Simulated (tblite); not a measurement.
Compound: C5H13Ge (doublet state).
SMILES with atom numbers: `[CH3:1][CH2:2][C:3]([CH3:4])[CH2:5][GeH3:6]` (hydrogens: H7, H8, H9 on C1; H10, H11 on C2; H12, H13, H14 on C4; H15, H16 on C5; H17, H18, H19 on Ge6)

Computed with GFN2-xTB (tblite), gas phase: L-BFGS steps from a force-field or distance-geometry start until the largest atomic force falls under 0.01 eV/Å.

The end geometry, which sets the zero of energy:
```
atom  x, y, z in Å
C1     -1.5686    1.3129    0.1328
C2     -1.1071    0.2176    1.1098
C3     -0.1639   -0.7404    0.4749
C4     -0.6701   -1.7171   -0.5243
C5      1.2806   -0.5486    0.5767
Ge6     2.0584    0.7094   -0.8178
H7     -2.0864    0.8717   -0.7152
H8     -2.2433    2.0062    0.6300
H9     -0.7073    1.8679   -0.2376
H10    -0.6288    0.6959    1.9682
H11    -1.9935   -0.3172    1.4670
H12    -0.2851   -2.7204   -0.3229
H13    -1.7563   -1.7576   -0.5241
H14    -0.3338   -1.4517   -1.5355
H15     1.8107   -1.4928    0.4311
H16     1.5686   -0.1359    1.5451
H17     1.3513    0.5907   -2.1347
H18     1.9479    2.1563   -0.4320
H19     3.5166    0.4624   -1.0990
```

**Question.** These geometries come from the run, each turned onto the end geometry. Order them by energy, lowest first.
A.
```
atom  x, y, z in Å
C1     -2.0440    1.1697    0.1576
C2     -0.7939    0.5005    0.7343
C3     -0.1166   -0.4917   -0.1590
C4     -0.8671   -1.7549   -0.4119
C5      1.3393   -0.6674    0.0610
Ge6     2.4444    0.8773   -0.5116
H7     -2.8228    0.4414   -0.0342
H8     -2.4258    1.9063    0.8581
H9     -1.7900    1.6695   -0.7701
H10    -0.1068    1.2917    1.0445
H11    -1.0767   -0.0435    1.6467
H12    -0.8640   -2.3067    0.5347
H13    -1.9030   -1.6013   -0.6928
H14    -0.3951   -2.3864   -1.1580
H15     1.7294   -1.5384   -0.4701
H16     1.5004   -0.8400    1.1343
H17     2.1776    1.1466   -1.9675
H18     2.1007    2.0920    0.3061
H19     3.9038    0.5448   -0.3095
```
B.
```
atom  x, y, z in Å
C1     -2.0338    1.1385    0.1313
C2     -0.8107    0.4903    0.7969
C3     -0.1244   -0.5738    0.0037
C4     -0.8856   -1.7911   -0.4066
C5      1.3486   -0.6762    0.1084
Ge6     2.4184    0.8915   -0.5228
H7     -2.8095    0.4057   -0.0759
H8     -2.4508    1.8847    0.8038
H9     -1.7597    1.6326   -0.7986
H10    -0.0868    1.2823    1.0193
H11    -1.1513    0.0740    1.7607
H12    -0.9855   -2.4916    0.4369
H13    -1.8941   -1.5521   -0.7406
H14    -0.3751   -2.3285   -1.2054
H15     1.7004   -1.5549   -0.4352
H16     1.6539   -0.8230    1.1558
H17     2.2149    1.2295   -1.9660
H18     2.1395    2.1448    0.2477
H19     3.8814    0.6266   -0.3209
```
C.
```
atom  x, y, z in Å
C1     -1.8879    1.1183    0.1042
C2     -0.8670    0.3914    0.9876
C3     -0.0913   -0.6557    0.2637
C4     -0.7837   -1.6786   -0.5604
C5      1.3669   -0.6953    0.4118
Ge6     2.2507    0.8162   -0.6034
H7     -2.7739    0.5090   -0.0587
H8     -2.1962    2.0426    0.5858
H9     -1.4456    1.3596   -0.8606
H10    -0.1658    1.1304    1.3886
H11    -1.3999   -0.0462    1.8442
H12    -1.0604   -2.5521    0.0386
H13    -1.6970   -1.2848   -0.9966
H14    -0.1492   -2.0304   -1.3724
H15     1.7753   -1.6359    0.0389
H16     1.6785   -0.5589    1.4523
H17     1.7786    0.8605   -2.0223
H18     1.9091    2.1398    0.0102
H19     3.7489    0.7791   -0.6589
```
D.
```
atom  x, y, z in Å
C1     -1.7505    1.2674    0.2236
C2     -0.9893    0.2709    1.1113
C3     -0.1049   -0.6513    0.3487
C4     -0.6888   -1.6188   -0.6165
C5      1.3455   -0.6083    0.5322
Ge6     2.1666    0.6682   -0.8030
H7     -2.3900    0.7379   -0.4785
H8     -2.3741    1.9161    0.8343
H9     -1.0583    1.8870   -0.3427
H10    -0.3906    0.8329    1.8317
H11    -1.7341   -0.3105    1.6688
H12    -0.9371   -2.5688   -0.1269
H13    -1.6092   -1.2339   -1.0522
H14     0.0162   -1.8377   -1.4207
H15     1.8058   -1.5821    0.3591
H16     1.6211   -0.2620    1.5285
H17     1.7394    0.2868   -2.1863
H18     1.6491    2.0578   -0.5894
H19     3.6731    0.7578   -0.8299
```
E.
```
atom  x, y, z in Å
C1     -1.5526    1.3120    0.1153
C2     -1.0909    0.2232    1.0987
C3     -0.1620   -0.7480    0.4635
C4     -0.6847   -1.7449   -0.5079
C5      1.2845   -0.5662    0.5571
Ge6     2.0450    0.7443   -0.8003
H7     -2.0904    0.8654   -0.7166
H8     -2.2061    2.0232    0.6145
H9     -0.6911    1.8497   -0.2778
H10    -0.5983    0.7065    1.9457
H11    -1.9793   -0.2979    1.4693
H12    -0.3835   -2.7596   -0.2265
H13    -1.7705   -1.7141   -0.5654
H14    -0.2758   -1.5673   -1.5112
H15     1.8091   -1.5062    0.3752
H16     1.5865   -0.1840    1.5339
H17     1.3319    0.6647   -2.1154
H18     1.9129    2.1726   -0.3551
H19     3.5050    0.5359   -1.1045
```

**Answer.** E (0.002 eV), D (0.034 eV), C (0.084 eV), B (0.161 eV), A (0.283 eV).

In the order of the answer:

```json
{"step": "195", "E above end (eV)": "0.002", "largest force (eV/Å)": "0.03", "rms force component (eV/Å)": "0.012", "rms distance from end (Å)": "0.064", "rms bond change (Å)": "0.001", "bond most changed (Å)": "C4–H12 +0.002"}
{"step": "91", "E above end (eV)": "0.034", "largest force (eV/Å)": "0.06", "rms force component (eV/Å)": "0.019", "rms distance from end (Å)": "0.372", "rms bond change (Å)": "0.004", "bond most changed (Å)": "C5–Ge6 -0.011"}
{"step": "54", "E above end (eV)": "0.084", "largest force (eV/Å)": "0.10", "rms force component (eV/Å)": "0.039", "rms distance from end (Å)": "0.598", "rms bond change (Å)": "0.004", "bond most changed (Å)": "C4–H14 -0.009"}
{"step": "17", "E above end (eV)": "0.161", "largest force (eV/Å)": "0.09", "rms force component (eV/Å)": "0.038", "rms distance from end (Å)": "0.810", "rms bond change (Å)": "0.010", "bond most changed (Å)": "C5–Ge6 -0.033"}
{"step": "3", "E above end (eV)": "0.283", "largest force (eV/Å)": "0.30", "rms force component (eV/Å)": "0.108", "rms distance from end (Å)": "0.829", "rms bond change (Å)": "0.014", "bond most changed (Å)": "C5–Ge6 -0.049"}
```

What follows is the cost of the whole relaxation. On AMD EPYC 9R45, one thread (shared host), this took 0.98 s.
